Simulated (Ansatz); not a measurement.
Stepwise reaction of `[NH]=[W](=[NH])([OH])[OH]` with ammonia, as a gas-phase model of exchange steps in deposition or etching. ΔE in kJ/mol; ΔG adds harmonic PBE0-D4 terms to CCSD(T)/CBS, at 1 bar.

Computed with Ansatz on PBE0-D4/def2-TZVP structures; ΔE is electronic, products minus reactants. CBS: MP2 limit from def2 TZ/QZ plus the TZ coupled-cluster correction, frozen cores. This one scheme is used for every species. DFT in def2-TZVPP. B3LYP here is the variant with VWN-RPA as its local correlation; programs differ in this. Elements past krypton have def2 core potentials. For W outer-core shells are correlated without core-valence functions, which leaves a few kJ/mol of doubt a bond. One conformer a species, not always the lowest.

```csv
step,reaction,PBE-D4,B3LYP-D4,ωB97M-V,CCSD(T)/CBS,ΔG(400 K)
1,`[NH]=[W](=[NH])([OH])[OH]` + NH₃ → `[NH]=[W](=[NH])([NH2])[OH]` + H₂O,28.0,28.2,27.9,21.3,17.0
2,`[NH]=[W](=[NH])([NH2])[OH]` + NH₃ → `[NH]=[W](=[NH])([NH2])[NH2]` + H₂O,32.2,32.2,31.9,25.6,24.8
```

(1) By hand: ΔE of the 2 steps together at CCSD(T)/CBS.

Results:

(1) (21.3) + (25.6) = 46.9 kJ/mol, or 23.5 kJ/mol a step.

In ΔE the steps differ by no more than 4.3 kJ/mol. All are uphill at CCSD(T)/CBS. ΔG lies between 17.0 and 24.8 kJ/mol a step. PBE-D4 differs from CCSD(T)/CBS by 6.6 to 6.7 kJ/mol a step. Isolated molecules leave out the surface, adducts and barriers. Largest T1 diagnostic: 0.020.
